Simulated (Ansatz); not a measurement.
CH₁₁NOSi₃, SMILES CO[SiH2][SiH2]N[SiH3].

Geometry: PBE0-D3(BJ)/def2-SVP. The structure was generated by enumeration, and PubChem lists no compound with its InChIKey, so it may never have been made. The values are those of a single conformer.

Two levels are set side by side: PBE/def2-SVPD (Ansatz, a first-principles code) and PBE0/def2-SVPD (Ansatz). Energy differences of separate SCF runs at the same geometry; the states with an electron removed or added have multiplicity 2 and 2. Differences are taken from unrounded values.

| quantity | PBE0 |
|---|---|
| vertical ionisation energy (eV) | 8.92 |
| vertical singlet–triplet gap (eV) | 4.94 |

**Question.** What does PBE give, and how far is it from PBE0? (The exact figures need the calculation; the answer reports its results.)

**Answer.** 
| quantity | PBE | PBE minus PBE0 |
|---|---|---|
| vertical ionisation energy (eV) | 8.50 | -0.42 |
| vertical singlet–triplet gap (eV) | 4.45 | -0.49 |
